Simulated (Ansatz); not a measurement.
**Ligand exchange: C4H8O + B(CH3)(OH)2 → C4H8O2 + BH(CH3)(OH)**

Species: C4H8O (butyraldehyde) `CCCC=O`, singlet; B(CH3)(OH)2, singlet; C4H8O2 (butyric acid) `CCCC(=O)O`, singlet; BH(CH3)(OH), singlet. The partners trade H for OH: C–H and B–OH bonds give way to C–OH and B–H.

Shapes, held fixed at every level: PBE0-D4/def2-TZVP. Flexible molecules stand in one conformer, not always the lowest. Programs: Ansatz 0.2.0. Electronic energies: no zero-point or thermal term.

```json
{"level": "HF/def2-TZVPP", "kind": "Hartree–Fock", "ΔE (kJ/mol)": "+91.9", "less CCSD(T)/CBS estimate": "-1.1"}
{"level": "r2SCAN-D4/def2-TZVPP", "kind": "meta-GGA", "ΔE (kJ/mol)": "+83.9", "less CCSD(T)/CBS estimate": "-9.1"}
{"level": "PBE0-D4/def2-TZVPP", "kind": "global hybrid", "ΔE (kJ/mol)": "+83.5", "less CCSD(T)/CBS estimate": "-9.5"}
{"level": "wB97M-V/def2-TZVPP", "kind": "range-separated hybrid", "ΔE (kJ/mol)": "+87.3", "less CCSD(T)/CBS estimate": "-5.7"}
{"level": "MP2/def2-TZVPP", "kind": "perturbation theory", "ΔE (kJ/mol)": "+91.7", "less CCSD(T)/CBS estimate": "-1.3"}
{"level": "CCSD/def2-TZVPP", "kind": "coupled cluster or CI", "ΔE (kJ/mol)": "+93.4", "less CCSD(T)/CBS estimate": "+0.4"}
{"level": "CCSD(T)/CBS estimate", "kind": "coupled cluster or CI", "ΔE (kJ/mol)": "+93.0", "less CCSD(T)/CBS estimate": "0.0"}
```

The highest level, CCSD(T)/CBS estimate, gives ΔE = +93.0 kJ/mol; the levels span +83.5 to +93.4. The column of differences is taken from that level and isn't an error. No measured value is set beside it here. The CBS estimate extrapolates MP2 from def2-TZVPP and def2-QZVPP and adds CCSD(T) − MP2 in the triple-zeta set, cores frozen.
